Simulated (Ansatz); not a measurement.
Basis sets compared for Hg5⁺. Total charge 1; doublet. Geometry PBE0/def2-SVP. Ansatz on 4 threads of Arm Neoverse V2 on a shared host; times are rough, and most runs start from earlier orbitals.

Cartesian coordinates in Å:
```
Hg -0.052 -0.972 0.843
Hg 2.088 0.603 -0.704
Hg -2.003 0.919 -0.599
Hg 0.149 2.677 -2.359
Hg -0.182 -3.227 2.819
```

In the def2 sets Hg takes a core potential; there is no spin–orbit coupling. Another isomer (doublet) lies 0.15 eV lower at PBE0/def2-TZVP; other spin states weren't run for this one.

```csv
level,functions,energy (Eh),HOMO (eV),LUMO (eV),wall time
PBE/def2-SVP,160,-767.4895,-9.25,-9.05,4.4 s
PBE0/def2-SVP,160,-767.2818,-9.78,-8.42,6.5 s
```

Estimate the rows for PBE/def2-TZVP (with forces), PBE0/def2-TZVP.


```
                      level  functions  energy (Eh)  HOMO (eV)  LUMO (eV)  wall time
PBE/def2-TZVP (with forces)        215    -767.5215      -9.24      -9.02      7.5 s
             PBE0/def2-TZVP        215    -767.3130      -9.75      -8.38       11 s
```
